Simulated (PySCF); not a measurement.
A PySCF script (with the pyscf-properties extension) for the NMR shieldings of `C[SiH2][C@H](F)C#C[SiH2]SC`, C$_{5}$H$_{11}$FSSi$_{2}$, on a GFN2-xTB geometry:

```python
import basis_set_exchange as bse
import numpy as np
from pyscf import gto, dft
from pyscf.prop import nmr

atoms = """
C     1.610327    1.080467    1.155564
Si    2.474814   -0.590965    0.958059
C     1.709043   -1.471066   -0.597373
F     2.159597   -0.797532   -1.734927
C     0.271708   -1.449632   -0.548999
C    -0.933463   -1.383767   -0.501324
Si   -2.740739   -1.087236   -0.303380
S    -2.905606    0.833220    0.667171
C    -1.983676    1.860629   -0.520291
H     2.068802    1.668848    1.944836
H     0.559977    0.951649    1.406900
H     1.662775    1.661690    0.237666
H     3.902184   -0.456921    0.658848
H     2.227596   -1.488691    2.090263
H     2.069356   -2.500753   -0.702201
H    -3.381228   -1.005727   -1.614125
H    -3.351526   -2.012929    0.634333
H    -1.036779    1.383964   -0.755310
H    -2.574713    1.995611   -1.421387
H    -1.813599    2.819819   -0.042561
"""
names = dict.fromkeys(["C", "Si", "F", "S", "H"], "pcSseg-1")
basis = {el: gto.basis.parse(bse.get_basis(n, elements=[el], fmt="nwchem")) for el, n in names.items()}
mol = gto.M(atom=atoms, basis=basis, charge=0, verbose=0)
mf = dft.RKS(mol, xc="PBE0")
mf.grids.level = 2
mf.grids.alignment = dft.numint.BLKSIZE   # the property module wants whole blocks of grid points
mf.conv_tol = 1e-9
mf.kernel()

calc = nmr.RKS(mf)   # GIAO
C = mf.mo_coeff
Co = C[:, mf.mo_occ > 0]
resp = mf.gen_response(singlet=True, hermi=2)
def vind(x):   # induced exchange potential for any number of trial vectors
    d = np.einsum("pi,xij,qj->xpq", C, 2 * x.reshape(-1, C.shape[1], Co.shape[1]), Co, optimize=True)
    return np.einsum("xpq,pi,qj->xij", resp(d - d.transpose(0, 2, 1)), C, Co, optimize=True).ravel()
mo1, _ = nmr.rhf.solve_mo1(calc, with_cphf=vind)
sigma = calc.kernel(mo1)
for i, s in enumerate(sigma):   # ppm
    w = np.linalg.eigvalsh((s + s.T) / 2)
    print("%2d %-2s iso %8.1f  s11 %8.1f  s22 %8.1f  s33 %8.1f" % (i, mol.atom_pure_symbol(i), w.mean(), *w))
```

Problem. Give the expected output.

Solution. 
```
 0 C  iso    197.4  s11    193.2  s22    194.6  s33    204.5
 1 Si iso    386.6  s11    352.4  s22    396.3  s33    411.0
 2 C  iso    107.0  s11     64.6  s22     91.1  s33    165.2
 3 F  iso    422.2  s11    352.5  s22    420.2  s33    493.9
 4 C  iso     73.3  s11    -29.0  s22    -21.2  s33    270.1
 5 C  iso     87.9  s11     16.6  s22     23.0  s33    224.2
 6 Si iso    400.7  s11    361.2  s22    396.4  s33    444.4
 7 S  iso    684.0  s11    620.5  s22    642.6  s33    789.0
 8 C  iso    172.2  s11    162.6  s22    165.0  s33    189.2
 9 H  iso     31.5  s11     26.4  s22     28.1  s33     40.2
10 H  iso     30.8  s11     25.2  s22     28.1  s33     39.2
11 H  iso     31.2  s11     27.9  s22     28.6  s33     37.1
12 H  iso     27.3  s11     23.7  s22     25.1  s33     33.1
13 H  iso     27.5  s11     24.6  s22     25.1  s33     32.7
14 H  iso     26.1  s11     23.1  s22     25.7  s33     29.5
15 H  iso     26.7  s11     22.2  s22     24.9  s33     32.8
16 H  iso     26.8  s11     22.9  s22     24.6  s33     33.0
17 H  iso     29.2  s11     23.5  s22     28.2  s33     36.1
18 H  iso     29.5  s11     23.8  s22     27.0  s33     37.8
19 H  iso     29.5  s11     25.0  s22     26.1  s33     37.5
```

These numbers come from an equivalent density-fitted implementation of the same equations, which agrees with the script to about 0.01 ppm for H and up to a few tenths of a ppm for heavy atoms, so last digits may differ.

Problem. Turn these shieldings into chemical shifts. δ = σ(ref) − σ, references computed at the same level: TMS for ¹³C (σref 186.93), ²⁹Si (σref 349.16), ¹H (σref 31.72); ¹⁹F (σref 170.95) vs CFCl3; ³³S (σref 503.73) vs CS2.

Solution. Averaging equivalent atoms: C 4: 113.6; C 5: 99.0; C 2: 80.0; C 8: 14.7; C 0: -10.5; Si 1: -37.4; Si 6: -51.5; F 3: -251.3; S 7: -180; H 14: 5.61; H 15: 5.06; H 16: 4.88; H 12: 4.40; H 13: 4.24; H 17/18/19: 2.28; H 9/10/11: 0.53 ppm. Unscaled 19F shifts against computed CFCl3 carry errors that often reach 10 to 50 ppm.

Size and cost of the density-fitted run: 229 basis functions, 53 s wall time on 1 thread of an Arm Neoverse V2, shared host; peak memory 1.1 GiB.
